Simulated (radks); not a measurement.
Q: Coherent X-ray form factor from a spherical all-electron density. All-electron calculation, Dirac Kohn-Sham, LDA (Slater exchange, Perdew-Wang correlation), spin-unpolarised, spherical densities, point nucleus. Program: a radial shooting solver on a logarithmic mesh with Libxc functionals.

sin(theta)/lambda (1/angstrom),f0 (electrons)
0.05,23.894
0.1,23.581
0.15,23.073
0.2,22.391
0.25,21.562
0.3,20.615
0.4,18.498
0.5,16.286
0.6,14.180
0.8,10.739
1,8.476
1.25,6.871
1.5,5.953
2,4.648

The species is in the configuration that NIST lists as its ground one. Which atom or ion scatters so?

A: The arsenic ion As9+, [Ar] 3d6. Extrapolating in s^2 from the first two rows gives f0(0) = 24.0, near the electron count 24; among species with that count, the fall with angle is slower the higher Z, and the table is that of Z = 33; from so few rows the species is fixed only to a neighbour or two.
